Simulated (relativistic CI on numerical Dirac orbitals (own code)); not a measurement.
# Ag3+: resonant inelastic scattering at the L2,3 edge

Computed with this model: Dirac-Coulomb-Breit CI, separate exchange-only KLI orbitals for each configuration, a model potential for QED, valence Slater integrals scaled by 0.7, Kramers-Heisenberg scattering through one core-hole configuration in a parametric crystal field; configurations [Kr] 4d8 → [He] 2s2 2p5 3s2 3p6 3d10 4s2 4p6 4d9; 80 K; core-hole width 1.6 eV; summed over polarisations. Incident energies are the highest absorption maxima for each field (at most a few, so the weaker spin-orbit partner edge can be absent), on the computed scale of the free ion. Intensities are in per cent of the strongest line above 0.02 eV; levels within 1 cm⁻¹ are merged; final levels count from the ground level, the first row holds all elastic scattering, lines under 0.4 are left out and each table stops after 24 rows. The scale of the Slater integrals is a model choice and moves the terms in proportion.

Field parameters in Wybourne normalisation: D3d B²₀ = −7Dσ, B⁴₀ = −14Dq − 21Dτ, B⁴₃ = −14√(10/7) Dq; Td as Oh with Dq negative (B⁴₀ = 21Dq, B⁴₄ = √(5/14) B⁴₀). The field is a parameter set, without covalency, and values of 10Dq over about 45,000 cm⁻¹ lie beyond real compounds.

S is read from ⟨S²⟩ = S(S + 1).

D3d, 10Dq = 47100, Dσ = 170, Dτ = -300 cm⁻¹:

```
Final level (eV)  Degeneracy  Irrep     S  3354.6 eV  3527.8 eV
           0.000           3   A1+E  1.00      346.3       61.3
           1.432           2      E  0.01       36.8       29.7
           2.743           1     A1  0.02       20.2       21.7
           5.600           2      E  1.00       73.8       11.4
           5.617           2      E  1.00       83.3       15.6
           5.623           1     A2  1.00       41.7        6.6
           5.700           1     A1  0.99       51.9       13.7
           5.796           2      E  0.99      100.0       28.8
           5.854           1     A2  1.00       36.9        7.6
           6.659           2      E  0.96       58.2       14.0
           6.730           2      E  0.99       40.0       22.0
           6.732           1     A1  0.97       23.1       10.8
           6.759           1     A2  0.99        6.0       14.1
           6.853           2      E  0.97       31.6       24.3
           6.858           1     A1  0.98        9.5       17.0
           7.139           2      E  0.16       19.2       18.0
           7.236           1     A1  0.13        9.2        8.4
           7.545           2      E  0.04       13.7       26.1
           7.613           1     A2  0.03        7.3       13.4
```

D3d, 10Dq = 25850, Dσ = 80, Dτ = 270 cm⁻¹:

| Final level (eV) | Degeneracy | Irrep | S | 3353.2 eV | 3526.5 eV |
| --- | --- | --- | --- | --- | --- |
| 0.000 | 3 | A1+E | 1.00 | 376.7 | 52.6 |
| 1.409 | 2 | E | 0.05 | 40.7 | 23.9 |
| 2.629 | 1 | A1 | 0.08 | 19.3 | 16.8 |
| 3.229 | 2 | E | 0.99 | 74.1 | 13.2 |
| 3.236 | 1 | A2 | 1.00 | 37.8 | 8.1 |
| 3.283 | 2 | E | 0.99 | 80.9 | 12.0 |
| 3.394 | 2 | E | 0.99 | 100.0 | 24.5 |
| 3.461 | 1 | A1 | 0.99 | 49.4 | 15.2 |
| 3.504 | 1 | A2 | 1.00 | 35.5 | 7.4 |
| 4.228 | 1 | A1 | 0.98 | 23.3 | 9.0 |
| 4.255 | 2 | E | 0.99 | 31.6 | 21.1 |
| 4.418 | 1 | A2 | 0.98 | 7.4 | 11.8 |
| 4.421 | 2 | E | 0.96 | 40.3 | 17.7 |
| 4.437 | 1 | A1 | 0.96 | 8.4 | 18.8 |
| 4.470 | 2 | E | 0.99 | 46.0 | 20.9 |
| 4.731 | 1 | A1 | 0.15 | 9.2 | 8.1 |
| 4.803 | 2 | E | 0.16 | 16.4 | 16.7 |
| 5.127 | 1 | A2 | 0.07 | 6.2 | 13.8 |
| 5.282 | 2 | E | 0.04 | 14.2 | 26.4 |
| 6.913 | 1 | A1 | 0.99 | 0.3 | 0.5 |
| 6.983 | 2 | E | 1.00 | 1.4 | 1.1 |
| 7.120 | 1 | A2 | 1.00 | 0.5 | 0.6 |
| 7.166 | 1 | A1 | 0.98 | 1.2 | 0.3 |
| 7.207 | 2 | E | 0.99 | 2.2 | 0.7 |

Td, 10Dq = -18050 cm⁻¹:

```csv
Final level (eV),Degeneracy,Irrep,S,3352.1 eV
0.000,1,A1,1.00,201.5
0.149,3,T1,1.00,100.0
0.376,2,E,0.98,8.5
0.426,3,T2,0.99,1.7
1.534,3,T2,0.22,12.9
1.649,2,E,0.11,0.8
2.346,3,T1,1.00,81.3
2.378,2,E,1.00,0.9
2.535,3,T2,0.92,1.1
3.099,1,A1,0.26,1.6
3.447,3,T2,0.91,32.3
3.521,2,E,0.97,13.9
3.670,3,T1,1.00,16.3
3.826,1,A1,0.88,3.5
3.897,3,T2,0.31,1.8
4.225,3,T1,0.03,3.1
4.753,3,T2,0.95,0.4
```

For the first field the strongest loss at the lowest incident energy is the level at 5.80 eV (S = 0.99, against 1.00 in the thermal ground state). Levels of other spin, the first over 8 % at 1.43 eV, appear because spin-orbit coupling of the core hole, and in heavier ions of the valence shell too, mixes spins.
